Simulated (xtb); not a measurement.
C2H9FOSi2, SMILES O[C@H]([SiH3])C[SiH2]F. All values are semi-empirical tight-binding results from xtb (GFN2-xTB unless named), good for trends rather than for accurate numbers. Geometry optimised at GFN2-xTB. The structure was generated by enumeration; whether it is a known compound was not checked. One conformer was computed; it need not be the lowest.

Optimised geometry:

Bonded distances (Å): O1–C2 1.431, O1–H7 0.963, C2–Si3 1.915, C2–C4 1.528, C2–H8 1.095, Si3–H9 1.462, Si3–H10 1.468, Si3–H11 1.459, C4–Si5 1.893, C4–H12 1.095, C4–H13 1.096, Si5–F6 1.615, Si5–H14 1.456, Si5–H15 1.456. Angles (°): C2–O1–H7 108.2, O1–C2–Si3 106.7, O1–C2–C4 110.8, O1–C2–H8 103.5, Si3–C2–C4 115.9, Si3–C2–H8 110.3, C4–C2–H8 108.9, C2–Si3–H9 110.4, C2–Si3–H10 106.8, C2–Si3–H11 107.5, H9–Si3–H10 110.5, H9–Si3–H11 111.8, H10–Si3–H11 109.6, C2–C4–Si5 115.1, C2–C4–H12 109.1, C2–C4–H13 107.9, Si5–C4–H12 110.0, Si5–C4–H13 108.2, H12–C4–H13 106.2, C4–Si5–F6 106.1, C4–Si5–H14 113.9, C4–Si5–H15 112.8, F6–Si5–H14 104.1, F6–Si5–H15 104.6, H14–Si5–H15 114.1.
Charge 0, spin multiplicity 1.

Computed properties:
```yaml
orbital_gap: 5.03 eV
dipole_moment: 1.76 D
zero_point_energy: 63.4 kcal/mol
G − E(el) at 298.15 K (modified RRHO): 41.6 kcal/mol
static polarisability (D4 model): 89.6 bohr³
solvation energy, GFN2-xTB/ALPB(water): -3.0 kcal/mol
solvation energy, GFN2-xTB/ALPB(methanol): -5.0 kcal/mol
```

Task: Give the atomic charges and the Wiberg bond orders between heavy atoms. (Estimate from the structure and the level; the computed values follow.)

Result: charges (e) O1 -0.46, C2 0.00, Si3 0.44, C4 -0.17, Si5 0.54, F6 -0.28, H7 0.28, H8 0.01, H9 -0.10, H10 -0.09, H11 -0.08, H12 0.02, H13 0.04, H14 -0.07, H15 -0.07. Bond orders O1–C2 0.98, C2–Si3 0.86, C2–C4 1.02, C4–Si5 0.90, Si5–F6 1.09.
